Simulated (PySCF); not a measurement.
Precursor series Ti Cl-H. Gas-phase values, no solvent.

Quantity: redistribution energy (mixed species minus the weighted end members), in eV.

Level 1: B3LYP-D3(BJ)/def2-TZVP // r2SCAN-D4/def2-SVP (PySCF)
Level 2: PBE-D3(BJ)/def2-TZVP // r2SCAN-D4/def2-SVP (PySCF)
Level 3: B3LYP/3-21G // r2SCAN-D4/def2-SVP (PySCF)
Level 4: PBE/6-31G* (LANL2DZ on Ti) // r2SCAN-D4/def2-SVP (PySCF)

| species | level 1 | level 2 | level 3 | level 4 |
|---|---|---|---|---|
| 1 of 4 Cl replaced by H: [Ti(Cl)3(H)] | -0.257 | -0.237 | [?] | -0.256 |
| 3 of 4 Cl replaced by H: [Ti(Cl)(H)3] | [?] | -0.157 | -0.136 | -0.144 |
| 2 of 4 Cl replaced by H: [Ti(Cl)2(H)2] | [?] | -0.246 | -0.242 | -0.240 |

Q: Fill in the missing entries.

A: 
- 1 of 4 Cl replaced by H: [Ti(Cl)3(H)], level 3: -0.249
- 3 of 4 Cl replaced by H: [Ti(Cl)(H)3], level 1: -0.160
- 2 of 4 Cl replaced by H: [Ti(Cl)2(H)2], level 1: -0.265
